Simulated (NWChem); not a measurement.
# SiNH$_{4}$Cl; SMILES N[SiH2]Cl

```xyz
7

Si     0.5443    -0.5100     0.0000
N     -0.6269    -1.7660     0.0000
Cl    -0.2105     1.4507     0.0000
H      1.3455    -0.6303    -1.2367
H      1.3455    -0.6303     1.2367
H     -1.1720    -1.9497     0.8346
H     -1.1720    -1.9497    -0.8346
```
Atoms are numbered in this order, from 1.

Program: NWChem. The geometry was optimised at B3LYP/6-31G* (spherical d).

### Question
Taking TPSS/aug-cc-pVTZ as the yardstick, which of these has the fewest basis functions while keeping “highest occupied level (eV)” within 0.2 eV of it: TPSS/cc-pVDZ; TPSS/aug-cc-pVDZ; TPSS/cc-pVTZ?

### Answer
TPSS/aug-cc-pVDZ.
| level | basis functions | highest occupied level (eV) | relative time (rough) |
|---|---|---|---|
| TPSS/cc-pVDZ | 70 | -6.45 | 1 |
| TPSS/aug-cc-pVDZ | 113 | -6.73 | 2 |
| TPSS/cc-pVTZ | 154 | -6.65 | 3 |
| TPSS/aug-cc-pVTZ | 238 | -6.75 | 5 |

The yardstick is one finite set, not the basis-set limit.
